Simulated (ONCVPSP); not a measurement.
**Hardness and transferability of assorted potentials**

Generated with ld1.x 7.5 (TM, RRKJ, ultrasoft, PAW), atompaw 4.2 or ONCVPSP 4.0.1. The cutoff is in Ry: for ld1.x and atompaw files where the sum of valence levels is converged to 10 mRy in a Bessel basis, for ONCV files where the hardest occupied wave has 1 mHa per electron of residual kinetic energy. The error is the largest all-electron minus pseudo excitation energy over each file’s own four to seven test configurations (ionisations up to +4, promotions, holes and added fractions of an electron), all of which were solved. The labels leave out finer settings (local radius, basis sizes, second energies), which also bear on the numbers. Spin-polarised tests are not counted. The rows are a selection from randomly drawn settings: files with unsolved tests, undetermined cutoffs or missed reference levels are left out.

A true bound ghost makes a file unfit for plane-wave use even where its test errors are small: the radial tests pick states by their node count and pass the ghost by.

```tsv
element	potential	cutoff (Ry)	largest error (meV)	bound ghosts
N	ONCV, BLYP, scalar-relativistic, rc 1.00/2.05/1.60 (spd), local s, core correction yes, reference 2s2 2p3, qcut 7.1/7.5/6, projectors 0/1/1	56	+1703	none
S	ONCV, PBE, scalar-relativistic, rc 0.88/0.68 (sp), local smoothed, core correction yes, reference 2s2 2p6 3s2 3p4, qcut 11.6/19.9, projectors 2/2	330	+24	none
Ga	ONCV, PBEsol, scalar-relativistic, rc 1.80/1.75 (sp), local smoothed, core correction yes, reference 4s2, qcut 4.4/5.1, projectors 1/1	16	+127	none
Rh	ONCV, LDA (Perdew-Wang 92), scalar-relativistic, rc 2.05/1.35/2.20 (spd), local smoothed, core correction yes, reference 4p6 4d7 5s2, qcut 3/7.9/8.1, projectors 2/2/2	71	-64	s
Pt	ONCV, revPBE, scalar-relativistic, rc 1.45/1.55/2.30 (spd), local smoothed, core correction no, reference 5s2 5p6 5d9 6s1, qcut 10.1/6.9/6.6, projectors 2/2/2	66	-5.0	s
Pb	ONCV, PBE, scalar-relativistic, rc 2.00/1.50/2.00 (spd), local smoothed, core correction yes, reference 5p6 5d10 6s2 6p1.5, qcut 2.5/11.1/9.1, projectors 3/2/2	73	-38	none
```

Fill in the row for Pt: ONCV, PBE, scalar-relativistic, rc 1.55/1.30/2.25 (spd), local smoothed, core correction no, reference 5s2 5p6 5d8.5, qcut 7.8/5.8/7.5, projectors 2/2/2.

cutoff 114 Ry, largest error +5.0 meV, bound ghosts: none.

Fill in the row for Sn: ONCV, PBE, scalar-relativistic, rc 2.15/2.70/1.65 (spd), local smoothed, core correction no, reference 4d10 5s2 5p2, qcut 3/2.4/7.7, projectors 2/3/2.

cutoff 52 Ry, largest error +6.8 meV, bound ghosts: none.

Fill in the row for Co: ONCV, PBE, scalar-relativistic, rc 1.25/0.80/0.90 (spd), local smoothed, core correction yes, reference 3s2 3p6 3d7, qcut 10.5/9.2/15.5, projectors 1/3/2.

cutoff 213 Ry, largest error +1263 meV, bound ghosts: p.
